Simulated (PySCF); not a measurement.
# Partial charges of `CC/C(=C\F)CCO`

C6H11FO.
Structure used (GFN2-xTB), in Å, numbered top down from 1:
```xyz
19
C6H11FO angstrom
C      2.3755    0.0350    0.5713
C      0.9712    0.5860    0.8275
C     -0.0780   -0.3681    0.3310
C     -0.7212   -1.2004    1.1369
F     -0.5006   -1.2356    2.4686
C     -0.4177   -0.3342   -1.1308
C     -1.5095    0.7172   -1.4031
O     -2.7408    0.3804   -0.8214
H      2.5184   -0.8965    1.1135
H      2.5307   -0.1554   -0.4884
H      3.1239    0.7488    0.9063
H      0.8436    0.7488    1.8987
H      0.8619    1.5445    0.3152
H     -1.4630   -1.9260    0.8370
H      0.4666   -0.0760   -1.7131
H     -0.7886   -1.3055   -1.4602
H     -1.6995    0.7838   -2.4764
H     -1.1723    1.7023   -1.0479
H     -2.6106    0.2603    0.1278
```

Density: PBE0/pcSseg-1 (PySCF); schemes: Mulliken, IAO, Hirshfeld and ESP-fitted. One conformer (not necessarily the lowest) at the GFN2-xTB geometry, without solvent, vibrations or thermal averaging.

Task: Tabulate the Mulliken, IAO, Hirshfeld and ESP-fitted charges.

Result: In e; atoms taken as equivalent share a row and are averaged (×n: the atom named and its like, n in all):

| atom | environment | Mulliken | IAO | Hirshfeld | ESP-fitted |
| --- | --- | --- | --- | --- | --- |
| C1 | methyl carbon | -0.268 | -0.410 | -0.115 | -0.318 |
| C2 | allylic carbon | -0.145 | -0.258 | -0.069 | +0.178 |
| C3 | fully substituted alkene carbon | -0.487 | -0.039 | -0.010 | -0.099 |
| C4 | vinylic C–F carbon | +0.318 | +0.098 | +0.027 | -0.053 |
| F5 | vinyl fluorine | -0.287 | -0.280 | -0.091 | -0.149 |
| C6 | allylic carbon | -0.143 | -0.278 | -0.075 | -0.376 |
| C7 | carbinol carbon (C–OH) | +0.083 | -0.038 | +0.003 | +0.287 |
| O8 | alcohol oxygen | -0.460 | -0.550 | -0.235 | -0.626 |
| H9/H10/H11 | methyl hydrogen | +0.118 | +0.141 | +0.040 | +0.087 |
| H12/H13 | methylene hydrogen | +0.124 | +0.143 | +0.039 | +0.018 |
| H14 | vinylic hydrogen | +0.090 | +0.152 | +0.056 | +0.166 |
| H15/H16 | methylene hydrogen | +0.124 | +0.144 | +0.045 | +0.134 |
| H17/H18 | methylene hydrogen | +0.111 | +0.131 | +0.039 | +0.022 |
| H19 | hydroxyl hydrogen | +0.227 | +0.342 | +0.141 | +0.381 |

Mean size of the charges over all atoms: IAO 0.195 e, Mulliken 0.188 e, ESP-fitted 0.172 e, Hirshfeld 0.063 e. Each set sums to the total charge, 0, to within 0.001 e. The IAO scheme projects the occupied orbitals on a minimal set of polarised atomic orbitals and counts the electrons in each atom's part of it.

Some averages cover members that differ in this geometry: H17/H18, ESP-fitted -0.014 to +0.059; H17/H18, IAO +0.113 to +0.149; H9/H10/H11, ESP-fitted +0.074 to +0.103 e.

Lowest charge. The schemes don't all agree: Mulliken C3 (-0.487); IAO O8 (-0.550); Hirshfeld O8 (-0.235); ESP-fitted O8 (-0.626).

Highest charge. The schemes don't all agree: Mulliken C4 (+0.318); IAO H19 (+0.342); Hirshfeld H19 (+0.141); ESP-fitted H19 (+0.381).

Task: How many electrons does the Mulliken scheme count on C6?

Result: Z − q = 6 − (-0.143) = 6.143.

Task: How closely do the schemes follow one another over all atoms?

Result: Correlation coefficient and root-mean-square difference: IAO with Hirshfeld 0.98, 0.153 e; Hirshfeld with ESP-fitted 0.84, 0.168 e; Mulliken with IAO 0.82, 0.135 e; Mulliken with Hirshfeld 0.81, 0.163 e; IAO with ESP-fitted 0.79, 0.151 e; Mulliken with ESP-fitted 0.69, 0.179 e.
